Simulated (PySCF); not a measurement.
C2H5NSSi.
Bonds: N1–C2 (triple), C2–C3, C3–S4, S4–Si5. Hydrogens: H6, H7 on C3; H8, H9, H10 on Si5.

Level of theory: delta-SCF UKS SCAN, pcX-2 on the ionised atom, pcseg-1 elsewhere, spin-free X2C (PySCF). Each binding energy is the total energy of the core-ionised species, with the hole localised on one atom, minus that of the ground state; both are solved self-consistently, so orbital relaxation is included.

Some binding energies are withheld.

```tsv
atom(s)	bonded to	level	binding energy (eV)
C2	N (triple bond) and C	C 1s	292.45
C3	S, C and 2 H	C 1s	?
N1	C (triple bond)	N 1s	?
Si5	S and 3 H	Si 1s	1847.26
Si5	S and 3 H	Si 2p3/2	?
S4	C and Si	S 1s	2477.18
```

(1) Fill in Si 2p3/2 for Si5.

(2) What is the N 1s binding energy of N1?

(3) What is the C 1s binding energy of C3?

## Answers

(1) 107.51 eV (SiH3 silicon), with 2p1/2 at 108.14 eV.

(2) 405.17 eV (nitrile nitrogen).

(3) 292.93 eV (sp3 carbon bound to sulfur). The other listed C 1s value is that of C2; the shift against it is +0.48 eV.

The listed C 1s values span 0.48 eV, from C2 (bonded to N (triple bond) and C) to C3 (bonded to S, C and 2 H).

**Question.** Which effective nuclear charge Zeff reproduces each element's mean 1s value in the hydrogen-like formula E = 13.606 eV × Zeff²?

**Answer.** C (Z = 6): mean 292.7 eV, Zeff = 4.64, Z − Zeff = 1.36; N (Z = 7): mean 405.2 eV, Zeff = 5.46, Z − Zeff = 1.54; Si (Z = 14): mean 1847.3 eV, Zeff = 11.65, Z − Zeff = 2.35; S (Z = 16): mean 2477.2 eV, Zeff = 13.49, Z − Zeff = 2.51. Means run over the listed sites, weighted by atom count.

Not every level is listed. Spin–orbit coupling isn't in the SCF: each 2p doublet comes from a relaxed spin-free hole plus a matrix of the shell (mean-field spin–orbit coupling and the ground-state 2p splitting), with 2p3/2 averaged over its two sublevels. 2p1/2 minus 2p3/2 (ligand field included): Si 0.62 eV. Geometry: GFN2-xTB, one conformer, isolated molecule.

Conformer computed: `[N:1]#[C:2][CH2:3][S:4][SiH3:5]`: C2–C3–S4–Si5 61°.
